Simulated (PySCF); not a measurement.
## Basis and Hamiltonian dependence of the excitation energy of N(2+)

N(2+) [He] 2s2 2p1 (2P) → N(2+) [He] 2s1 2p1 3s1 (4P). All values are computed (PySCF 2.14, energy differences of UHF-based or UKS calculations, no spin-orbit coupling). Values in eV.

| basis | Hamiltonian | functions | UHF | r2SCAN | PBE0 | MP2 (valence) | CCSD(T) (valence) | CCSD(T) (valence and next inner shell) |
| --- | --- | --- | --- | --- | --- | --- | --- | --- |
| aug-cc-pVDZ-DK | spin-free X2C | 23 | 34.187 | 35.289 | 35.474 | 35.277 | 35.927 | n/a |
| ANO-RCC-VTZP | spin-free X2C | 30 | 34.556 | 35.568 | 35.678 | 35.839 | 36.426 | 36.429 |
| def2-TZVPPD | non-relativistic | 37 | 33.580 | 34.596 | 34.764 | 34.874 | 35.478 | 35.476 |
| dyall-av2z | non-relativistic | 42 | 33.653 | 34.703 | 34.851 | 34.862 | 35.488 | n/a |
| aug-cc-pVTZ-DK | spin-free X2C | 46 | 33.869 | 34.922 | 35.065 | 35.183 | 35.779 | n/a |
| aug-cc-pCVTZ-DK | spin-free X2C | 59 | 33.704 | 34.764 | 34.904 | 35.052 | 35.639 | 35.661 |
| dyall-av3z | spin-free X2C | 71 | 33.613 | 34.641 | 34.802 | 34.980 | 35.566 | n/a |
| aug-cc-pCVTZ-DK with one added diffuse shell each of s, p, d, f type | spin-free X2C | 75 | 33.679 | 34.732 | 34.878 | 35.027 | 35.614 | 35.636 |
| dyall-acv3z | spin-free X2C | 76 | 33.612 | 34.641 | 34.802 | 34.980 | 35.567 | 35.595 |
| aug-cc-pVQZ with one added diffuse shell each of s, p, d, f, g type | non-relativistic | 105 | 33.592 | 34.627 | 34.781 | 35.006 | n/a | n/a |

Frozen in the all-electron rows: valence: 1s2; valence and next inner shell: nothing.

At UHF, aug-cc-pVDZ-DK, ANO-RCC-VTZP lie more than 0.3 eV from the median of the rows with comparable relativity. Of these, ANO-RCC-VTZP has no diffuse functions of the l that the added or promoted electron needs.
